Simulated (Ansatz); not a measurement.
A nudged elastic band was laid between two geometries of a periodic cell of 30 atoms, Si10H4Cl (surface Si(100)-2x1, underside capped with H, adsorbate Cl2, already come apart at the first end).

Level of theory: Ansatz, DFT PBEsol, scalar-relativistic, plane waves, PAW. Settings: PAW set soft_1, cutoff 420 eV, k mesh 2x2x1, fermi-dirac smearing 0.02 eV, no spin polarisation.

```yaml
movable_images: 5
climbing_image: yes
spring: 5.0 eV/Å²
optimiser: quadratic models (default)
start_path: IDPP
force_threshold: 0.05 eV/Å
iteration_limit: 37
end_points: relaxed
atoms_held: 1 to 12
```

Image 0:

```xyz
30
Lattice="7.6792 0.0000 0.0000 0.0000 7.6792 0.0000 0.0000 0.0000 19.2555" Properties=species:S:1:pos:R:3
H 3.144 0.000 1.000
H 0.696 0.000 1.000
H 6.983 0.000 1.000
H 4.535 0.000 1.000
H 3.144 3.840 1.000
H 0.696 3.840 1.000
H 6.983 3.840 1.000
H 4.535 3.840 1.000
Si 1.920 0.000 1.865
Si 5.759 0.000 1.865
Si 1.920 3.840 1.865
Si 5.759 3.840 1.865
Si 1.975 1.914 3.150
Si 5.819 1.929 3.162
Si 1.900 5.757 3.268
Si 5.735 5.757 3.236
Si 0.072 1.853 4.508
Si 3.886 1.844 4.452
Si -0.051 5.781 4.638
Si 3.832 5.777 4.640
Si -0.183 0.047 5.983
Si 3.952 0.059 5.957
Si -0.237 3.790 5.911
Si 3.829 3.743 5.852
Si 1.879 0.572 6.977
Si 5.710 0.478 7.506
Si 1.781 2.919 6.503
Si 5.628 2.859 7.143
Cl 5.673 3.881 8.966
Cl 1.951 0.305 9.034
```

Image 6:

```xyz
30
Lattice="7.6792 0.0000 0.0000 0.0000 7.6792 0.0000 0.0000 0.0000 19.2555" Properties=species:S:1:pos:R:3
H 3.144 0.000 1.000
H 0.696 0.000 1.000
H 6.983 0.000 1.000
H 4.535 0.000 1.000
H 3.144 3.840 1.000
H 0.696 3.840 1.000
H 6.983 3.840 1.000
H 4.535 3.840 1.000
Si 1.920 0.000 1.865
Si 5.759 0.000 1.865
Si 1.920 3.840 1.865
Si 5.759 3.840 1.865
Si 2.010 1.928 3.131
Si 5.875 1.908 3.171
Si 1.867 5.766 3.270
Si 5.707 5.755 3.239
Si 0.143 1.930 4.536
Si 3.925 1.930 4.433
Si -0.089 5.787 4.656
Si 3.794 5.765 4.639
Si -0.420 0.038 6.020
Si 3.783 0.100 5.865
Si -0.124 3.798 5.930
Si 3.818 3.759 5.897
Si 1.661 0.843 6.503
Si 5.495 0.611 7.495
Si 1.833 3.162 7.014
Si 5.674 3.023 7.140
Cl 5.759 3.946 9.009
Cl 1.968 3.493 9.054
```

(1) What changes between the two ends?

(2) What energy profile does the band end with?

(3) What is the geometry of the highest image?

Results:

(1) Contacts lost: Si25–Cl30. Contacts made: Si27–Cl30. The atom that moves furthest is Cl30, by 3.19 Å; four of its nearest neighbours are Si25 2.08, Si27 3.64, Si22 3.68, Si21 3.73 Å at the first end and Si27 2.07, Si24 3.67, Si25 3.69, Si23 3.77 Å at the last.

(2) The forces met the threshold. The highest image is number 3 of 0 to 6, 0.269 eV above the first end and 0.374 eV above the last; the last end lies 0.105 eV below the first. By the program's own check the climbing image is of a kind that is not told: the force calls were inconclusive, a negative curvature could not be distinguished from the path's own, the only one lies far off the path, or fixed occupations may fill a level only in part (lowest curvatures found: 0.09 and 0.39 eV/Å²). Limits of this set-up: thin slab, slab without dipole correction, no dispersion correction for a molecule that may bind weakly, PAW files made for another functional.

```json
{"image": "0", "path coordinate (Å)": "0.00", "energy (eV)": "0.000", "Si25–Cl30 (Å)": "2.08", "Si27–Cl30 (Å)": "3.64"}
{"image": "1", "path coordinate (Å)": "0.64", "energy (eV)": "0.047", "Si25–Cl30 (Å)": "2.09", "Si27–Cl30 (Å)": "3.40"}
{"image": "2", "path coordinate (Å)": "1.28", "energy (eV)": "0.206", "Si25–Cl30 (Å)": "2.14", "Si27–Cl30 (Å)": "2.93"}
{"image": "3", "path coordinate (Å)": "1.91", "energy (eV)": "0.269", "Si25–Cl30 (Å)": "2.39", "Si27–Cl30 (Å)": "2.30"}
{"image": "4", "path coordinate (Å)": "2.56", "energy (eV)": "0.141", "Si25–Cl30 (Å)": "3.03", "Si27–Cl30 (Å)": "2.12"}
{"image": "5", "path coordinate (Å)": "3.20", "energy (eV)": "-0.035", "Si25–Cl30 (Å)": "3.44", "Si27–Cl30 (Å)": "2.08"}
{"image": "6", "path coordinate (Å)": "3.84", "energy (eV)": "-0.105", "Si25–Cl30 (Å)": "3.69", "Si27–Cl30 (Å)": "2.07"}
```

(3) 
```xyz
30
Lattice="7.6792 0.0000 0.0000 0.0000 7.6792 0.0000 0.0000 0.0000 19.2555" Properties=species:S:1:pos:R:3
H 3.144 0.000 1.000
H 0.696 0.000 1.000
H 6.983 0.000 1.000
H 4.535 0.000 1.000
H 3.144 3.840 1.000
H 0.696 3.840 1.000
H 6.983 3.840 1.000
H 4.535 3.840 1.000
Si 1.920 0.000 1.865
Si 5.759 0.000 1.865
Si 1.920 3.840 1.865
Si 5.759 3.840 1.865
Si 1.921 1.918 3.172
Si 5.760 1.920 3.128
Si 1.920 5.763 3.279
Si 5.759 5.756 3.240
Si -0.024 1.894 4.461
Si 3.866 1.895 4.461
Si -0.029 5.782 4.658
Si 3.868 5.783 4.658
Si -0.227 0.083 5.955
Si 4.067 0.083 5.955
Si -0.130 3.762 5.897
Si 3.968 3.762 5.898
Si 1.920 0.710 6.631
Si 5.759 0.539 7.574
Si 1.919 3.005 6.655
Si 5.759 2.937 7.196
Cl 5.761 3.923 9.040
Cl 1.920 1.929 8.690
```

The run took 30 min on 2 threads of Arm Neoverse N1, with other jobs on the host, peak memory 2.7 GiB.
